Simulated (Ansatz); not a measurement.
`CB[SiH2][AlH2]` + `N[SiH3]` → `[AlH2][NH][SiH3]` + `CB[SiH3]` at 400 K and 1 bar (cleavage of the Al–Si bond).

Isolated molecules relaxed with PBE0-D4/def2-TZVP in Ansatz; ΔE leaves out vibrations. CBS: MP2 limit from def2 TZ/QZ plus the TZ coupled-cluster correction, frozen cores. This one scheme is used for every species. One conformer a species, not always the lowest.

| species | CCSD(T)/CBS energy (Eh) | H − E (kJ/mol) | S (J/(mol·K)) |
| --- | --- | --- | --- |
| `CB[SiH2][AlH2]` | -598.71139 | 245.0 | 421.6 |
| `N[SiH3]` | -346.80422 | 153.0 | 285.3 |
| `[AlH2][NH][SiH3]` | -589.44550 | 172.3 | 344.3 |
| `CB[SiH3]` | -356.10570 | 218.4 | 345.4 |

H − E and S are ideal-gas, rigid-rotor, harmonic terms from PBE0-D4/def2-TZVP, for one conformer and one mirror image of each species. 1 Eh = 2625.50 kJ/mol, R = 8.31446 J/(mol·K).

**Question.** By hand: ΔE, ΔH, ΔS and ΔG.

**Answer.** ΔE = (-589.44550) + (-356.10570) − (-598.71139) − (-346.80422) = -0.03559 Eh = -93.4 kJ/mol. Δ(H − E) = 172.3 + 218.4 − 245.0 − 153.0 = -7.3, so ΔH = -100.7 kJ/mol. ΔS = 344.3 + 345.4 − 421.6 − 285.3 = -17.2 J/(mol·K). ΔG = -100.7 − 400 × (-17.2)/1000 = -93.8 kJ/mol.

**Question.** By hand: the equilibrium constant, and the temperature at which ΔG would vanish if ΔH and ΔS stayed fixed.

**Answer.** log₁₀ K = −ΔG/(RT ln 10) = 12.2. ΔG = 0 at ΔH/ΔS = 5855 K, far beyond where these terms or the molecules hold.

ΔH outweighs TΔS. A doubt of 5 kJ/mol in ΔE shifts log₁₀ K by 0.7 here. Other conformers and mirror images would add mixing entropy, several J/(mol·K) or more a flexible species. Modes under 60 cm⁻¹, often nearly free rotors, make the harmonic entropy too high. These are equilibria of isolated gas molecules and say nothing of rates. Largest T1 diagnostic: 0.014 (customary marks: 0.02 for closed shells, 0.045 for open ones).
